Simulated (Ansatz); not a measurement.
Consider the cleavage of the Ge–Sn bond: `[F][Sn]([F])([F])[GeH3]` + `C[SiH2]O` → `C[SiH2][O][GeH3]` + `[F][SnH]([F])[F]`.

Calculated with Ansatz (gas phase, PBE0-D4/def2-TZVP geometries, no zero-point term in ΔE). CCSD(T)/CBS adds triple-zeta CCSD(T) − MP2 to the extrapolated MP2 energy (def2 sets, frozen cores). This one scheme is used for every species. Functionals use def2-TZVPP. B3LYP here is the variant with VWN-RPA as its local correlation; programs differ in this. HSE06 is defined as in plane-wave codes. Elements past krypton have def2 core potentials. For Ge, Sn outer-core shells are correlated without core-valence functions, which leaves a few kJ/mol of doubt a bond. Scalar relativity is left out up to krypton. Each species was taken in one conformer, which may not be the lowest.

```json
{"level": "CAM-B3LYP-D4", "ΔE (kcal/mol)": "6.3"}
{"level": "ωB97M-V", "ΔE (kcal/mol)": "7.0"}
{"level": "PBE-QIDH", "ΔE (kcal/mol)": "6.8"}
{"level": "B3LYP", "ΔE (kcal/mol)": "8.6"}
{"level": "HSE06", "ΔE (kcal/mol)": "9.6"}
{"level": "MP2/def2-SVP", "ΔE (kcal/mol)": "2.9"}
{"level": "CCSD(T)/def2-SVP", "ΔE (kcal/mol)": "3.8"}
{"level": "CCSD/def2-TZVPP", "ΔE (kcal/mol)": "4.8"}
```

Problem. What does CCSD(T)/CBS give? (An estimate is asked.)

Solution. Ansatz gave: +7.5 kcal/mol. The listed levels differ from it by -1.2, -0.5, -0.7, 1.1, 2.1, -4.6, -3.7, -2.7 kcal/mol.

Largest T1 diagnostic among the species: 0.015.

Leaving LDA and LC-ωPBE aside and taking each functional with its dispersion term where it has one, the values, not all of them listed here, spread over 7.5 kcal/mol, from B97M-V to PBE-D4. In def2-TZVPP, CCSD(T) changes the Hartree–Fock value by +3.7 kcal/mol (the triples alone add +0.2 kcal/mol) and MP2 by +4.3 kcal/mol. At CCSD(T), def2-SVP lies −3.7 kcal/mol from the extrapolated value and def2-TZVPP −2.5 kcal/mol.
